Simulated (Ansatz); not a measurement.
Ideal-gas functions of CHBr2F, SMILES `FC(Br)Br` at 600 K and 1 bar, from an Ansatz frequency run at PBE0-D4/def2-TZVP.

Molar mass 191.82 g/mol, point group Cs (symmetry number 1), electronic degeneracy 1, moments of inertia 91.327, 413.706, 494.377 u Å². Harmonic wavenumbers (cm⁻¹, unscaled): 170, 301, 366, 632, 718, 1125, 1191, 1319, 3167.

Use S(trans) = R[1.5 ln M + 2.5 ln T − 1.1517]; rotational temperatures θ = 24.2544 K / I; S(rot) = R[ln(√π/σ · √(T³/θAθBθC)) + 1.5]; for each mode x = 1.438777 ν̃/T, S = R[x/(eˣ − 1) − ln(1 − e⁻ˣ)] and H = RT x/(eˣ − 1); 1 cm⁻¹ = 0.0119627 kJ/mol; R = 8.31446 J/(mol·K).

Task: By hand: the entropy, in J/(mol·K).

Result: Translation 188.9. Rotation: θ = 0.2656, 0.0586, 0.0491 K, giving 126.8. Vibration, mode by mode: 15.83, 11.20, 9.66, 5.61, 4.75, 2.20, 1.94, 1.52, 0.04, in all 52.8. Electronic 0.0. Sum 368.5 J/(mol·K).

Task: By hand: H − E and G − E in kJ/mol, counted from the electronic energy.

Result: Zero-point energy ½ × 8989 × 0.0119627 = 53.8; thermal vibration 17.1; translation, rotation and pV give 4 RT = 20.0. H − E = 90.9 kJ/mol, and G − E = 90.9 − 600 × 368.5/1000 = -130.2 kJ/mol.

Vibration gives 14 % of the entropy.
